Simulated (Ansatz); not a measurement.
All numbers were calculated with Ansatz.

A structure relaxed at PBE0-D4/def2-TZVP, charge 0, multiplicity 1:

```xyz
9

Ge    0.299   -1.447   -0.792
Sb   -1.277    0.660   -0.820
C    -0.430    1.422    1.028
S     0.531    2.161   -0.285
H     1.034   -1.581   -2.137
H     1.328   -1.255    0.335
H    -0.491   -2.749   -0.547
H     0.088    0.693    1.644
H    -1.081    2.097    1.574
```

Problem. Give its formula and SMILES.

Solution. CH5GeSSb, `[GeH3][Sb]1[CH2][S]1`.

Problem. Summarise the bond lengths by kind.

Solution. 1 × Ge–Sb 2.631 Å; 3 × Ge–H 1.538 to 1.543 Å; 1 × C–Sb 2.171 Å; 1 × S–Sb 2.410 Å; 1 × C–S 1.787 Å; 2 × C–H 1.085 to 1.086 Å.
